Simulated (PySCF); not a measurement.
Values are calculated unless marked as measured or tabulated.
## Si3BH8O5

Si3BH8O5 is a small molecule (built as: Si site whose three back bonds go to OSiH3, OSiH3, OB(OH)2), neutral, doublet. The structure, one conformer, was relaxed in the gas phase by PBE0-D3(BJ)/def2-SVP. No frequency run checks that it is a minimum.

SMILES: OB(O)O[Si](O[SiH3])O[SiH3]

Coordinates in Å:
```
Si1     1.175    1.080    0.889
O2      1.206    1.450   -0.712
Si3     0.708    1.048   -2.249
O4     -0.320    1.353    1.518
Si5    -1.937    0.956    1.445
O6      1.571   -0.540    1.090
B7      0.858   -1.577    0.557
O8     -0.246   -1.284   -0.201
O9      1.215   -2.872    0.758
H10    -0.779    0.979   -2.328
H11     1.200    2.113   -3.169
H12     1.298   -0.258   -2.666
H13    -2.169   -0.400    2.023
H14    -2.678    1.961    2.259
H15    -2.433    0.999    0.039
H16    -0.687   -2.071   -0.536
H17     2.006   -2.939    1.303
```

EPR values by unrestricted B3LYP, IGLO-III on B O Si, pcH-1 on H.

(1) Predict g and the largest hyperfine couplings. Where does the spin sit?

(2) How do the isotropic couplings move with BHandHLYP?

## Answers

(1) g = 2.0006, 2.0007, 2.0020. The spin sits on Si1 (91 %, bonded to 3 O) by Mulliken populations.
| atom | isotope | isotropic (MHz) | dipolar, principal values (MHz) |
| --- | --- | --- | --- |
| Si1 | 29Si | -1324.8 | -119.2, 59.6, 59.6 |
| O4 | 17O | -110.7 | -15.1, 7.0, 8.1 |
| O2 | 17O | -109.2 | -15.2, 7.1, 8.2 |
| O6 | 17O | -100.8 | -15.2, 7.3, 7.9 |
| Si5 | 29Si | -24.4 | -7.2, 3.6, 3.6 |
| Si3 | 29Si | -23.8 | -7.0, 3.5, 3.6 |

(2) Si1 -1324.8 to -1341.1 MHz, O4 -110.7 to -107.9 MHz, O2 -109.2 to -106.6 MHz, O6 -100.8 to -101.0 MHz.
